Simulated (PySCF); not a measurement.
H2, singlet, at a GFN2-xTB geometry; SVWN5/aug-cc-pVDZ (PySCF).

Input for PySCF:
```python
from pyscf import gto, scf, dft

mol = gto.M(
    atom='''
H    -0.00000000   -0.00000000   -0.38834947
H     0.00000000    0.00000000    0.38834947
''',
    basis='aug-cc-pvdz',
    verbose=5,
)

mf = dft.RKS(mol)
mf.xc = 'lda,vwn'
mf.kernel()
```

### Question
Write the output that PySCF gives for this input, abridged.

### Answer

```
PySCF version 2.14.0

[INPUT] verbose = 5
[INPUT] max_memory = 4000
[INPUT] num. atoms = 2
[INPUT] num. electrons = 2
[INPUT] charge = 0
[INPUT] spin (= nelec alpha-beta = 2S) = 0
[INPUT] symmetry False subgroup None
[INPUT] Mole.unit = angstrom
[INPUT] Symbol           X                Y                Z      unit          X                Y                Z       unit  Magmom
[INPUT]  1 H      0.000000000000   0.000000000000  -0.388349470000 AA    0.000000000000   0.000000000000  -0.733874138920 Bohr   0.0
[INPUT]  2 H      0.000000000000   0.000000000000   0.388349470000 AA    0.000000000000   0.000000000000   0.733874138920 Bohr   0.0
[INPUT] ---------------- BASIS SET ----------------
[INPUT] l, kappa, [nprim/nctr], expnt,             c_1 c_2 ...
[INPUT] H
[INPUT] 0    0    [3    /1   ]  13.01             0.019685
                                1.962             0.137977
                                0.4446            0.478148
[INPUT] 0    0    [1    /1   ]  0.122                1
[INPUT] 0    0    [1    /1   ]  0.02974              1
[INPUT] 1    0    [1    /1   ]  0.727                1
[INPUT] 1    0    [1    /1   ]  0.141                1

nuclear repulsion = 0.681315737240481
number of shells = 10
number of NR pGTOs = 22
number of NR cGTOs = 18
basis = aug-cc-pvdz
ecp = {}

******** <class 'pyscf.dft.rks.RKS'> ********
method = RKS
initial guess = minao
damping factor = 0
level_shift factor = 0
DIIS = <class 'pyscf.scf.diis.CDIIS'>
diis_start_cycle = 1
diis_space = 8
diis_damp = 0
SCF conv_tol = 1e-09
SCF conv_tol_grad = None
SCF max_cycles = 50
direct_scf = True
direct_scf_tol = 1e-13
XC library pyscf.dft.libxc version 7.1.2
    S. Lehtola, C. Steigemann, M. J. T. Oliveira, and M. A. L. Marques,  SoftwareX 7, 1–5 (2018)
XC functionals = lda,vwn
    P. A. M. Dirac,  Math. Proc. Cambridge Philos. Soc. 26, 376 (1930)
    F. Bloch,  Z. Phys. 57, 545 (1929)
    S. H. Vosko, L. Wilk, and M. Nusair,  Can. J. Phys. 58, 1200 (1980)
radial grids:
    Treutler-Ahlrichs [JCP 102, 346 (1995); DOI:10.1063/1.469408] (M4) radial grids

becke partition: Becke, JCP 88, 2547 (1988); DOI:10.1063/1.454033
pruning grids: <function nwchem_prune>
grids dens level: 3
symmetrized grids: False
atomic radii adjust function: <function treutler_atomic_radii_adjust>
small_rho_cutoff = 0
Set gradient conv threshold to 3.16228e-05
Initial guess from minao.
atom H rad-grids = 50, ang-grids = [ 50  50  50  50  50  50  50  50  50  50  50  50  50  50  50  86  86  86
  86 266 266 266 266 266 302 302 302 302 302 302 302 302 302 302 302 302
 302 266 266 266 266 266 266 266 266 266 266 266 266 266]
tot_boxes 810, boxes in each direction [7 7 8]
Padding 0 grids
tot grids = 19616
nelec by numeric integration = 1.9994465277323907
E1 = -2.201140693879074  E2 = 0.5855550273388516  Ecoul = 1.198530477315049  Exc = -0.6129754499761974
init E= -0.934269929299741
cond(S) = 12901.09277520605
  HOMO = -0.403056317825087  LUMO = -0.000441405548876284  gap/eV = 10.95571
  mo_energy =
[-4.03056318e-01 -4.41405549e-04  2.15751712e-02  1.07226923e-01
  1.34255497e-01  1.34255497e-01  2.92534519e-01  3.33067442e-01
  3.33067442e-01  4.29139208e-01  5.16850291e-01  9.13647192e-01
  1.27739959e+00  1.27739959e+00  1.69444791e+00  1.87323815e+00
  1.87323815e+00  3.10753499e+00]
nelec by numeric integration = 1.999999998273608
E1 = -2.4605849586793935  E2 = 0.6472930738920806  Ecoul = 1.3027101061120996  Exc = -0.655417032220019
cycle= 1 E= -1.13197614754683  delta_E= -0.198  |g|= 0.0442  |ddm|= 0.719
  HOMO = -0.356271637533799  LUMO = 0.0118019065413629  gap/eV = 10.01579
  mo_energy =
[-0.35627164  0.01180191  0.03036161  0.12093633  0.153661    0.153661
  0.30715709  0.34655001  0.34655001  0.44513055  0.54470604  0.94397939
  1.31918468  1.31918468  1.73412894  1.90913312  1.90913312  3.15031441]
nelec by numeric integration = 1.9999999957950396
E1 = -2.4404928055749817  E2 = 0.6263968456580093  Ecoul = 1.2639936324548755  Exc = -0.6375967867968662
cycle= 2 E= -1.13278022267649  delta_E= -0.000804  |g|= 0.0142  |ddm|= 0.0616
  HOMO = -0.368700672496056  LUMO = 0.00786938927233077  gap/eV = 10.24699
  mo_energy =
[-0.36870067  0.00786939  0.02739039  0.11658314  0.14794123  0.14794123
  0.30220602  0.34207594  0.34207594  0.44009875  0.53683293  0.93506864
  1.30792088  1.30792088  1.72272834  1.89926161  1.89926161  3.13844939]
nelec by numeric integration = 1.9999999965866724
E1 = -2.4457874804593276  E2 = 0.6315956064368697  Ecoul = 1.2736521931798135  Exc = -0.6420565867429437
cycle= 3 E= -1.13287613678198  delta_E= -9.59e-05  |g|= 0.000106  |ddm|= 0.0153
  HOMO = -0.368588286434612  LUMO = 0.00790740787508654  gap/eV = 10.24497
  mo_energy =
[-0.36858829  0.00790741  0.02743315  0.11663729  0.14799628  0.14799628
  0.30223536  0.34210829  0.34210829  0.44014939  0.53690537  0.93514357
  1.30802635  1.30802635  1.72283095  1.89936179  1.89936179  3.13855617]
nelec by numeric integration = 1.9999999965816064
E1 = -2.4457449981703823  E2 = 0.6315531177704821  Ecoul = 1.2735730495295292  Exc = -0.6420199317590471
cycle= 4 E= -1.13287614315942  delta_E= -6.38e-09  |g|= 1.84e-06  |ddm|= 0.000141
  HOMO = -0.368589588072433  LUMO = 0.00790601885469328  gap/eV = 10.24497
  mo_energy =
[-0.36858959  0.00790602  0.02743298  0.116637    0.14799543  0.14799543
  0.30223259  0.3421063   0.3421063   0.44014841  0.53690446  0.93514126
  1.30802523  1.30802523  1.72282965  1.89936092  1.89936092  3.13855497]
nelec by numeric integration = 1.999999996581733
E1 = -2.445745175454464  E2 = 0.631553295053275  Ecoul = 1.273573392587153  Exc = -0.6420200975338781
cycle= 5 E= -1.13287614316071  delta_E= -1.29e-12  |g|= 4.27e-08  |ddm|= 3.26e-06
  HOMO = -0.368589636984134  LUMO = 0.00790600353943532  gap/eV = 10.24497
  mo_energy =
[-0.36858964  0.007906    0.02743297  0.11663698  0.14799542  0.14799542
  0.30223259  0.3421063   0.3421063   0.44014839  0.53690444  0.93514123
  1.30802518  1.30802518  1.72282961  1.89936087  1.89936087  3.13855493]
nelec by numeric integration = 1.9999999965817374
E1 = -2.4457451983363594  E2 = 0.6315533179351684  Ecoul = 1.2735734353139543  Exc = -0.6420201173787858
Extra cycle  E= -1.13287614316071  delta_E= -2e-15  |g|= 1.51e-08  |ddm|= 7.49e-08
converged SCF energy = -1.13287614316071
```
